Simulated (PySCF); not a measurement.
Computed shifts of a molecule CH2F2O2Si, PBE/pcSseg-1 (PySCF), GIAO, gas phase, equivalent atoms averaged, in ppm (number of nuclei): ¹³C: 174.6 (1). ²⁹Si: -38.8 (1). ¹⁹F: -176.9 (2). ¹H: 6.67 (1), 5.52 (1). References: ¹⁷O against H2O (σ = 334.3 ppm); ¹³C against TMS (σ = 182.0 ppm); ²⁹Si against TMS (σ = 335.4 ppm); ¹⁹F against CFCl3 (σ = 133.6 ppm); ¹H against TMS (σ = 31.49 ppm), references at their B3LYP-D3(BJ)/def2-TZVP geometries, non-relativistic. Coordinates come from a B3LYP-D3(BJ)/def2-SVP optimisation. Other conformers were not sampled.

**Question.** Which molecule gave these data?
A) F[Si]1(F)OCO1
B) O=CO[SiH](F)F
C) O=C(O)[SiH](F)F
D) O=C[Si](O)(F)F

**Answer.** C, O=C(O)[SiH](F)F
